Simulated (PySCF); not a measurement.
O (oxygen, neutral) across methods

[He] 2s2 2p4, high-spin 3P determinant. Computed with PySCF 2.14 in aug-cc-pVQZ (6s5p4d3f2g, 80 functions), with the non-relativistic Hamiltonian (point nucleus).

```tsv
method	E (hartree)	mean ε 2s β (eV)	mean ε 2p α (eV)	mean ε 2p β (eV)	Σ⟨r²⟩ (bohr²)	⟨S²⟩
BP86	-75.0891	-21.734	-10.253	-7.751	11.66	2.003
HSE06	-75.0290	-23.371	-11.961	-9.106	11.50	2.004
wB97M-V	-75.0798	-26.823	-14.834	-12.010	11.65	2.004
UHF	-74.81763	-29.278	-18.448	-14.197	11.22	2.009
r2SCAN	-75.0615	-21.799	-10.843	-7.923	11.48	2.006
PBE0	-75.0212	-23.816	-12.384	-9.486	11.50	2.004
PBE	-75.0129	-21.556	-10.196	-7.602	11.71	2.003
LDA	-74.5291	-21.645	-10.372	-7.450	11.77	2.004
PBEsol	-74.7581	-21.459	-10.170	-7.396	11.73	2.004
```
